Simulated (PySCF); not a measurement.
## Radial density of Ge²⁰⁺ (germanium, charge +20)

B97-3, [Ne] 3s2, closed-shell 1S. Calculation: PySCF 2.14, in an uncontracted even-tempered set (18 s from 2.1 bohr⁻², ratio 2.5; 11 p from 2.7 bohr⁻², ratio 2.5; 5 d from 10 bohr⁻², ratio 2.7; 4 f from 16 bohr⁻², ratio 2.7); scalar relativity by spin-free X2C-1e.

```csv
r (bohr),4πr²ρ (e/bohr)
0.00104,0.4542
0.00174,1.129
0.00293,2.733
0.00493,6.314
0.00830,13.46
0.0140,24.98
0.0235,36.79
0.0395,37.99
0.0664,30.14
0.112,38.52
0.188,38.28
0.316,10.99
0.532,5.190
0.895,0.5408
1.50,0.001963
```

Densities and radii are taken from the X2C orbitals without a picture-change correction, which distorts them close to the nucleus.
